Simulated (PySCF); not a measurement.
C₂HCl₂, multiplicity 2. Atoms are numbered in the order given.

```xyz
5

C     -1.7715    -0.0605     0.0000
C     -0.4626     0.0003     0.0000
Cl     0.4049     1.4906     0.0000
Cl     0.5350    -1.4228     0.0000
H     -2.5733    -0.7924     0.0000
```
Charge 0, spin multiplicity 2.

Geometry: PBE0-D3(BJ)/def2-SVP. The isomer is the one that the SMILES or the coordinates give; other isomers of the formula were not compared.

Computed with CAM-B3LYP/def2-TZVPD run with PySCF.

The molecule is in vacuum.

The total energy comes out as -997.13604 hartree and the point group is Cs. The α spin, highest occupied and lowest empty level is -9.28 and 0.27 eV and the β spin, highest occupied and lowest empty level is -8.98 and -2.14 eV. The dipole moment is 1.27 D, the quadrupole, principal values (traceless, Buckingham form, about the centre of nuclear charge) is -3.01, -2.14, 5.15 D·Å and the mean static polarisability is 53.9 bohr³ (7.99 Å³). The polarisability, principal values comes out as 38.0, 60.0, 63.8 bohr³ and the ⟨S²⟩ comes out as 0.765 (pure state 0.75).
